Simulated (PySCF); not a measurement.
# Electron correlation in Au⁶⁹⁺ (gold, charge +69)

Starting occupation: [Ne]. Calculation: PySCF 2.14, in an even-tempered Gaussian basis (16 s from 14 bohr⁻², ratio 2.6; 14 p from 18 bohr⁻², ratio 2.6; 6 d from 18 bohr⁻², ratio 2.8; 3 f from 380 bohr⁻², ratio 2.8); X2C-1e with screened-nucleus spin-orbit coupling, Gaussian nucleus. Frozen: 1s2; 8 electrons correlated; the 50 highest virtual spinors left out.

MP2 pair energies summed by pair of shells (mhartree):

```tsv
pair	energy	share (%)
2p1/2-2p3/2	-108.89	32.9
2p3/2-2p3/2	-101.20	30.5
2p3/2-2s1/2	-52.50	15.8
2p1/2-2s1/2	-29.01	8.8
2p1/2-2p1/2	-25.66	7.7
2s1/2-2s1/2	-14.14	4.3
```

Total MP2 correlation energy: -331.40 mhartree.

The virtual space was cut to 52 spinors, which keep -274.01 of the -331.40 mhartree of MP2 correlation.

```csv
level,correlation energy (mhartree)
CCSD,-274.82
(T),-0.02
CCSD(T),-274.84
```

Diagnostics: T1 = 1.6e-05, largest double amplitude 0.002.

Cost of the coupled-cluster step: about 12 core-seconds, for 8 occupied and 52 virtual spinors.

Iterations:

```
Init t2, MP2 energy = -0.274007379386433
CCSD nocc = 8, nmo = 60
Init t2, MP2 energy = -0.274007379386433
Init E_corr(GCCSD) = -0.274007379386433
cycle = 1  E_corr(GCCSD) = -0.274801873793779  dE = -0.000794494407  norm(t1,t2) = 0.000105396
cycle = 2  E_corr(GCCSD) = -0.274815405519819  dE = -1.3531726e-05  norm(t1,t2) = 1.91216e-06
cycle = 3  E_corr(GCCSD) = -0.274815594039495  dE = -1.88519676e-07  norm(t1,t2) = 4.62087e-08
cycle = 4  E_corr(GCCSD) = -0.274815593750276  dE = 2.89219038e-10  norm(t1,t2) = 2.16136e-10
GCCSD converged
E(GCCSD) = -12808.24171571697  E_corr = -0.2748155937502764
```

The coupled-cluster values are those of the cut space; adding the MP2 remainder, -57.39 mhartree, estimates the full space.

At this charge the one-electron X2C treatment keeps the bare 1/r₁₂, with no two-electron picture change or Breit term. The effect here is smaller than on the frozen 1s shell.
